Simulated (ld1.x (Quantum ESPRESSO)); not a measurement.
**Ag, ultrasoft: configuration errors across variants**

silver, ultrasoft, made with ld1.x (Quantum ESPRESSO) 7.5 (PBE, fully relativistic). Core [Ar] 3d10 4s2, reference 4p6 4d10 5s1 5p0. Waves: 5s (bound): rcut 2.25, rcutus 2.40 bohr; 5s channel at 0.15 Ry: rcut 2.25, rcutus 2.40 bohr; 4p (bound): rcut 1.35, rcutus 1.75 bohr; 5p (bound, empty): rcut 1.35, rcutus 1.75 bohr; 4d (bound): rcut 1.20, rcutus 1.35 bohr; 4d channel at 0.45 Ry: rcut 1.20, rcutus 1.35 bohr. Local part: all-electron potential smoothed inside 1.85 bohr (lloc = -1). Core correction: Bessel-smoothed model core inside 1.20 bohr. Augmentation charge: built from norm-conserving waves at rcut, not smoothed further.

Open shells are filled in proportion to 2j + 1 (rel_dist='average').

All-electron excitation energies from the reference (eV): (1) 4p6 4d10 5s0 5p0 7.759; (2) 4p6 4d9 5s0 5p0 29.874; (3) 4p6 4d8 5s0 5p0 66.065; (4) 4p6 4d9 5s2 5p0 4.078.

1 further variants failed, have other tests or too few solved ones, and are left out.

Errors AE − PS in meV (a dash: test not solved or not reliable):

| change | (1) | (2) | (3) | (4) | bound ghosts |
| --- | --- | --- | --- | --- | --- |
| base | -11 | +1.8 | -51 | -44 | not determined |
| waves 4p (bound): rcut 1.12, rcutus 1.18 bohr; 5p (bound): rcut 1.12, rcutus 1.18 bohr | -10 | +7.0 | +5.6 | -32 | not determined |
| waves 4p (bound): rcut 1.32, rcutus 1.40 bohr; 5p (bound): rcut 1.32, rcutus 1.40 bohr | -9.6 | +12 | -222 | – | not determined |
| waves 4p (bound): rcut 1.35, rcutus 1.88 bohr; 5p (bound): rcut 1.35, rcutus 1.88 bohr | -11 | +0.5 | -62 | -45 | not determined |
| waves 4p (bound): rcut 1.35, rcutus 2.12 bohr; 5p (bound): rcut 1.35, rcutus 2.12 bohr | -11 | +1.3 | -50 | – | not determined |
| waves 4p (bound): rcut 1.35, rcutus 2.34 bohr; 5p (bound): rcut 1.35, rcutus 2.34 bohr | -11 | -1.0 | -70 | -46 | not determined |

(1) Give the same row for: waves 4p (bound): rcut 1.35, rcutus 1.66 bohr; 5p (bound): rcut 1.35, rcutus 1.66 bohr.

Answers

(1) -11, +3.3, -38, -41; bound ghosts: not determined.
